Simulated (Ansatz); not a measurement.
`C[Si](Cl)(Cl)Cl` + HI → `Cl[Si](Cl)(Cl)I` + CH₄ at 298.15 K and 1 bar (ligand exchange at the Si–C bond).

Isolated molecules relaxed with PBE0-D4/def2-TZVP in Ansatz; ΔE leaves out vibrations. CCSD(T)/CBS is the MP2 limit (def2-TZVPP, def2-QZVPP) plus CCSD(T) − MP2 in def2-TZVPP, frozen cores. This one scheme is used for every species. Elements past krypton have def2 core potentials. For I outer-core shells are correlated without core-valence functions, which leaves a few kJ/mol of doubt a bond.

```csv
species,CCSD(T)/CBS energy (Eh),H − E (kJ/mol),S (J/(mol·K))
`C[Si](Cl)(Cl)Cl`,-1708.45088,133.0,349.6
HI,-298.03592,22.7,206.5
`Cl[Si](Cl)(Cl)I`,-1966.04944,37.7,364.2
CH₄,-40.46206,127.4,186.2
```

H − E and S are ideal-gas, rigid-rotor, harmonic terms from PBE0-D4/def2-TZVP. 1 Eh = 2625.50 kJ/mol, R = 8.31446 J/(mol·K).

Task: By hand: ΔE, ΔH, ΔS and ΔG.

Result: ΔE = (-1966.04944) + (-40.46206) − (-1708.45088) − (-298.03592) = -0.02470 Eh = -64.8 kJ/mol. Δ(H − E) = 37.7 + 127.4 − 133.0 − 22.7 = 9.4, so ΔH = -55.4 kJ/mol. ΔS = 364.2 + 186.2 − 349.6 − 206.5 = -5.7 J/(mol·K). ΔG = -55.4 − 298.15 × (-5.7)/1000 = -53.7 kJ/mol.

Task: By hand: the equilibrium constant, and the temperature at which ΔG would vanish if ΔH and ΔS stayed fixed.

Result: log₁₀ K = −ΔG/(RT ln 10) = 9.4. ΔG = 0 at ΔH/ΔS = 9719 K, far beyond where these terms or the molecules hold.

The number of gas molecules stays the same, so ΔS is small and ΔH decides. A doubt of 5 kJ/mol in ΔE shifts log₁₀ K by 0.9 here. These are equilibria of isolated gas molecules and say nothing of rates. Largest T1 diagnostic: 0.009 (customary marks: 0.02 for closed shells, 0.045 for open ones).
